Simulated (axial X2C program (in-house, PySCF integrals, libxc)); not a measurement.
# Low determinants of CuN⁺ at the PBE0 level, two-component

Computed with an axial X2C code built on PySCF integrals. Two-component (2c) means X2C with spin–orbit coupling and atomic mean-field two-electron Coulomb and Gaunt terms. Basis: Cu dyall-cv3z [9s9p6d3f2g], N dyall-av3z [7s7p3d2f] (cores contracted in-house); Gaussian nuclei, density fitting, unrestricted open shells. Masses: Cu 62.930 u, N 14.003 u.

Search at 1.822 Å (vertical energies from the lowest determinant):

```json
{"ΔE (eV)": "0.00", "state": "Ω = 3/2", "electrons beyond evenly filled partner blocks": "ω = 3/2", "electrons in ±ω = 1/2, 3/2, 5/2, 7/2": "24 9 2 0"}
{"ΔE (eV)": "0.75", "state": "Ω = 1/2", "electrons beyond evenly filled partner blocks": "2 × ω = -1/2, ω = 3/2", "electrons in ±ω = 1/2, 3/2, 5/2, 7/2": "24 9 2 0"}
{"ΔE (eV)": "1.35", "state": "Ω = 1/2", "electrons beyond evenly filled partner blocks": "ω = 1/2", "electrons in ±ω = 1/2, 3/2, 5/2, 7/2": "25 8 2 0"}
{"ΔE (eV)": "2.02", "state": "Ω = 5/2", "electrons beyond evenly filled partner blocks": "2 × ω = 1/2, ω = 3/2", "electrons in ±ω = 1/2, 3/2, 5/2, 7/2": "24 9 2 0"}
{"ΔE (eV)": "2.04", "state": "Ω = 1/2", "electrons beyond evenly filled partner blocks": "ω = 1/2", "electrons in ±ω = 1/2, 3/2, 5/2, 7/2": "23 10 2 0"}
{"ΔE (eV)": "2.52", "state": "Ω = 5/2", "electrons beyond evenly filled partner blocks": "ω = -1/2, 2 × ω = 3/2", "electrons in ±ω = 1/2, 3/2, 5/2, 7/2": "25 8 2 0"}
{"ΔE (eV)": "2.53", "state": "Ω = 3/2", "electrons beyond evenly filled partner blocks": "ω = 1/2, ω = -3/2, ω = 5/2", "electrons in ±ω = 1/2, 3/2, 5/2, 7/2": "25 9 1 0"}
```

Lowest determinant, Ω = 3/2 (⟨Sz⟩ = 1.50, ⟨Lz⟩ = 0.00 at PBE0): Re = 1.818 Å, ωe = 480.1 cm⁻¹.

The determinant in row 2 of the search, Ω = 1/2 (⟨Sz⟩ = 0.50, ⟨Lz⟩ = 0.00 at PBE0), was followed along the bond at PBE0; measured from the minimum of the lowest determinant it gives:

Te = 0.745 eV (6008 cm⁻¹), Re = 1.792 Å, ωe = 559.3 cm⁻¹.

Compare the bond of the determinant in row 2 with that of the lowest one.

At PBE0 its Re is 0.026 Å shorter and its force constant, which goes as ωe², is 1.36 times that of the lowest determinant. This determinant mixes spin states, so it has no term energy of its own.

The search compares states at one distance, so a state with another bond length can lie lower; it is not exhaustive and yields mostly the lowest determinant of each block pattern, so other components and higher states of one pattern are missing. These are energies of single determinants, not of spin-adapted states; PBE0 term energies can be off by some tenths of an eV, and the functional has no current term.
